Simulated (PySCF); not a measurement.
Atom-mapped SMILES (the numbers label the heavy atoms): `[cH:1]1[cH:2][cH:3][c:4]2[nH:5][n:6][cH:7][c:8]2[cH:9]1`. Hydrogens are named by the atom that carries them.

PySCF 2.14.0 with density-fitted response routines calculation with B3LYP/pcJ-1 coupling constants (without the spin–dipole term), structure optimised with PBE0-D3(BJ)/def2-SVP and NMR shieldings at KT2/pcSseg-1/GIAO; a single conformation, relativity neglected, gas phase.

Chemical shifts δ = σref − σ; TMS for ¹H (31.18 ppm), all at this level.

The spectrum was simulated from the full spin Hamiltonian at 400 MHz with 0.8 Hz Lorentzian lines, from shifts rounded to 0.01 ppm and J to 0.1 Hz, couplings under 1 Hz left out. Exchangeable protons (1H) are left uncoupled and out of the list.

(1) List the maxima of its ¹H spectrum with integrals.

(2) Summarise it as multiplets with assignments.

Results:

(1) 
Maxima in Hz from TMS (height), grouped by integral:
1H: 3072.6 (99), 3071.5 (100)
1H: 3041.1 (48), 3040.1 (48), 3032.1 (53), 3031.2 (52)
1H: 2898.1 (23), 2897.1 (38), 2896.1 (22), 2888.9 (34), 2887.9 (58), 2886.9 (34)
1H: 2856.4 (46), 2848.7 (63), 2847.2 (30), 2839.5 (44)
1H: 2815.9 (53), 2808.1 (40), 2807.0 (52), 2799.2 (34)

(2) ¹H NMR (400 MHz, computed): δ 8.98 (br s, 1H, H(N5)), 7.68 (d, J = 1.1 Hz, 1H, H(C7)), 7.59 (m, 1H, H(C9)), 7.23 (m, 1H, H(C3)), 7.12 (m, 1H, H(C2)), 7.02 (m, 1H, H(C1)). These are first-order names; overlap and second-order distortion can hide them in the list.

The OH or NH signal is concentration- and solvent-dependent in practice; the value given is the gas-phase one. Splittings below 1 Hz are ignored in the labels, and close J values are merged. Unscaled 3J(H,H) at this level run about 10 % above measured values.
